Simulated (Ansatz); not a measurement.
## Worked example: ideal-gas entropy of NaI (Sodium Iodide)

A linear singlet with charge 0, relaxed at PBE0-D4/def2-TZVP (core potential) (Ansatz 0.2.0):

```xyz
2

Na    0.0000    0.0000    0.0443
I     0.0000    0.0000    2.7588
```

Harmonic wavenumbers in cm⁻¹: 256.

Masses in u: Na 22.99, I 126.904. Take T = 298.15 K, p = 1 bar, R = 8.3145 J/(mol K), kT/hc = 207.22 cm⁻¹, rigid rotor and harmonic oscillator.

Compute the standard molar entropy.


1. Translation (Sackur–Tetrode): S = R[3/2 ln M + 5/2 ln T − 1.1517] with M = 149.894 gives 171.3 J/(mol K).
2. Rotation: the moment of inertia is 143.420 u Å², so B = 16.8576/I = 0.1175 cm⁻¹; σ = 1; q = kT/(σhcB) = 1763.6; S = R(ln q + 1) = 70.5.
3. Vibration: with u = ν̃/207.22, each mode gives R[u/(eᵘ − 1) − ln(1 − e⁻ᵘ)]; the sum is 7.1, most from 256 cm⁻¹ (7.1).
4. Electronic: R ln 1 = 0.0, from the spin multiplicity alone.
5. Sum: 171.3 + 70.5 + 7.1 + 0.0 = 248.9 J/(mol K).

No measured value is set beside it here.
